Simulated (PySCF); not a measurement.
Gas-phase reaction: InCl + CCl ⇌ InCl₂ + C

Method: PySCF energies (xtb for GFN2) plus ideal-gas RRHO corrections (1 bar). † marks an energy on the PBE0/def2-TZVP geometry and frequencies; other levels use their own. CCSD(T) freezes the core. Open shells (unrestricted): CCl (multiplicity 2, electronic degeneracy 4), InCl₂ (multiplicity 2), C (multiplicity 3, electronic degeneracy 9); the rest are closed-shell singlets. GFN2 has no spin-polarisation term. Spin-orbit splitting is ignored; it lowers the true energy and changes the entropy of CCl, C. B3LYP is the form with VWN-RPA correlation. In: scalar-relativistic def2 core potential, no spin-orbit coupling. InCl₂: computed as isolated molecules; such fragments, hydroxides, amides, oligomers or adducts are transient or little studied in the gas. CCSD(T) isn't extrapolated to the basis-set limit; its ΔH°(298 K) is 194.1 kJ in def2-SVP and 213.7 kJ in def2-TZVPP. The harmonic model lacks anharmonicity and excited electronic states, which grow with temperature; levels with a mode under 35 cm⁻¹ are left out. Soft modes under 120 cm⁻¹ make the harmonic entropy rough for InCl₂.

ΔH° and ΔS° at 298 K: B3LYP/def2-TZVP† 242 kJ, -1 J/K; CCSD(T)/def2-SVP† 194 kJ, -1 J/K; GFN2-xTB 401 kJ, 7 J/K; HF/def2-TZVP† 79 kJ, -1 J/K; M06-2X/def2-TZVP† 203 kJ, -1 J/K.

Problem. With the heat capacities included, give log10 K (1 bar) at 800, 1200, 1400, 2000, 2500 K from B3LYP/def2-TZVP†, CCSD(T)/def2-SVP†, GFN2-xTB, HF/def2-TZVP†, M06-2X/def2-TZVP†.

Solution. 
```json
[
 {"T (K)": "800", "B3LYP/def2-TZVP†": "-15.7", "CCSD(T)/def2-SVP†": "-12.6", "GFN2-xTB": "-25.7", "HF/def2-TZVP†": "-5.1", "M06-2X/def2-TZVP†": "-13.2"},
 {"T (K)": "1200", "B3LYP/def2-TZVP†": "-10.4", "CCSD(T)/def2-SVP†": "-8.3", "GFN2-xTB": "-16.8", "HF/def2-TZVP†": "-3.3", "M06-2X/def2-TZVP†": "-8.7"},
 {"T (K)": "1400", "B3LYP/def2-TZVP†": "-8.8", "CCSD(T)/def2-SVP†": "-7.0", "GFN2-xTB": "-14.3", "HF/def2-TZVP†": "-2.7", "M06-2X/def2-TZVP†": "-7.4"},
 {"T (K)": "2000", "B3LYP/def2-TZVP†": "-6.0", "CCSD(T)/def2-SVP†": "-4.8", "GFN2-xTB": "-9.7", "HF/def2-TZVP†": "-1.8", "M06-2X/def2-TZVP†": "-5.0"},
 {"T (K)": "2500", "B3LYP/def2-TZVP†": "-4.7", "CCSD(T)/def2-SVP†": "-3.7", "GFN2-xTB": "-7.6", "HF/def2-TZVP†": "-1.3", "M06-2X/def2-TZVP†": "-3.9"}
]
```
